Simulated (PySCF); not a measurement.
**ICl: from constants to spectrum**

PBE0 constants of ICl, ¹Σ⁺ (singlet), closed shell (PySCF, scalar-relativistic core potentials, basis sets I cc-pVTZ-PP with ECP28, Cl cc-pV(T+d)Z; masses 126.9045 and 34.9689 u):

* ωe: 403.0 cm⁻¹
* ωexe: 1.23 cm⁻¹
* Be: 0.11445 cm⁻¹
* αe: 0.000469 cm⁻¹
* D (centrifugal): 3.69e-08 cm⁻¹
* De to I + Cl: 2.39 eV

(1) Give the band origin of the fundamental and the first lines of its P and R branches.

(2) Near which J would the R branch turn back, without centrifugal distortion?

These are scalar-relativistic numbers at best; spin–orbit coupling would shift them, the dissociation energy most.

Results:

(1) ν0 = ωe − 2ωexe = 400.5 cm⁻¹, B0 = 0.11422, B1 = 0.11375 cm⁻¹.

```
J″  P(J″) − ν0  R(J″) − ν0
 0                   0.227
 1      -0.228       0.454
 2      -0.458       0.680
 3      -0.688       0.904
 4      -0.919       1.128
 5      -1.152       1.351
 6      -1.385       1.573
```

(2) At J ≈ (B0 + B1)/(2(B0 − B1)) − 1 ≈ 240.
